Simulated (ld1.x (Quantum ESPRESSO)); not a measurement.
# Au, TM: configuration errors across variants

* Element: Au (Z = 79)
* Generator: ld1.x (Quantum ESPRESSO) 7.5
* Type: norm-conserving Troullier–Martins (Kleinman–Bylander form)
* Functional: PBE
* Relativity: scalar-relativistic
* Frozen core: [Kr] 4d10 4f14
* Valence charge: 19
* Reference configuration: 5s2 5p6 5d8 6s0 6p0 (charge +3)
* Partial waves: 5p (bound): rc 1.70 bohr; 5d (bound): rc 1.45 bohr; 5s (bound): rc 1.05 bohr
* Local potential: the s channel
* Core correction: none

All-electron excitation energies from the reference (eV): (1) 5s2 5p6 5d10 6s1 6p0 -64.494; (2) 5s2 5p6 5d10 6s0 6p0 -55.085; (3) 5s2 5p6 5d9 6s0 6p0 -33.877; (4) 5s2 5p6 5d9 6s1 6p0 -52.370; (5) 5s2 5p6 5d7 6s0 6p0 47.712; (6) 5s2 5p6 5d10 6s0.5 6p0 -60.721; (7) 5s2 5p6 5d10 6s0 6p1 -59.246.

A true bound ghost makes a file unfit for plane-wave use even where its test errors are small: the radial tests pick states by their node count and pass the ghost by.

Errors AE − PS in meV (a dash: test not solved or not reliable):

```csv
change,(1),(2),(3),(4),(5),(6),(7),bound ghosts
base,+202,+16,+9.4,+267,-11,+120,+71,none
wave 5d (bound): rc 1.45 bohr becomes 5d (bound): rc 0.94 bohr,+197,+11,+5.9,+264,-6.6,+114,+65,d
wave 5d (bound): rc 1.45 bohr becomes 5d (bound): rc 1.14 bohr,+201,+15,+8.5,+266,-10,+118,+69,none
wave 5d (bound): rc 1.45 bohr becomes 5d (bound): rc 1.42 bohr,+202,+16,+9.3,+267,-11,+120,+71,none
wave 5d (bound): rc 1.45 bohr becomes 5d (bound): rc 1.60 bohr,+203,+17,+9.5,+267,-11,+120,+71,none
wave 5d (bound): rc 1.45 bohr becomes 5d (bound): rc 1.82 bohr,+203,+17,+9.4,+267,-11,+120,+71,none
wave 5d (bound): rc 1.45 bohr becomes 5d (bound): rc 2.02 bohr,+201,+17,+9.6,+266,-10,+119,+71,none
wave 5d (bound): rc 1.45 bohr becomes 5d (bound): rc 2.22 bohr,+197,+19,+11,+263,-5.4,+118,+71,none
```

Q: Give the same row for: wave 5d (bound): rc 1.45 bohr becomes 5d (bound): rc 1.28 bohr.

A: +201, +16, +9.1, +266, -11, +119, +70; bound ghosts: none.
